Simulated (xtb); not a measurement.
3-fluoro-3-methyloxetane (C4H7FO), SMILES CC1(F)COC1. All values are semi-empirical tight-binding results from xtb (GFN2-xTB unless named), good for trends rather than for accurate numbers. The structure is a stationary point at GFN2-xTB.

Computed properties:
```
Item                                            Value
--------------------------------------  -------------
point group as xtb finds it                        Cs
orbital gap                                  10.13 eV
dipole moment                                  1.94 D
zero-point energy                       65.4 kcal/mol
G − E(el) at 298.15 K (modified RRHO)   46.9 kcal/mol
static polarisability (D4 model)           51.8 bohr³
solvation energy, GFN2-xTB/ALPB(water)  -2.8 kcal/mol
solvation energy, GFN2-xTB/ALPB(ether)  -5.2 kcal/mol
```

Computed IR lines (harmonic; lines under 4 % of the strongest left out, lines within 3 cm⁻¹ merged):
ν (cm⁻¹): 120 (w), 346 (w), 404 (w), 426 (w), 646 (w), 916 (m), 964 (w), 1034 (w), 1066 (s), 1170 (m), 1196 (vs), 1234 (m), 1295 (m), 1394 (m), 1477 (w), 2946 (s), 2968 (s), 3038 (m), 3041 (w), 3058 (w) (against the strongest line: vs over 80 %, s over 45 %, m over 15 %, w over 4 %, vw less)
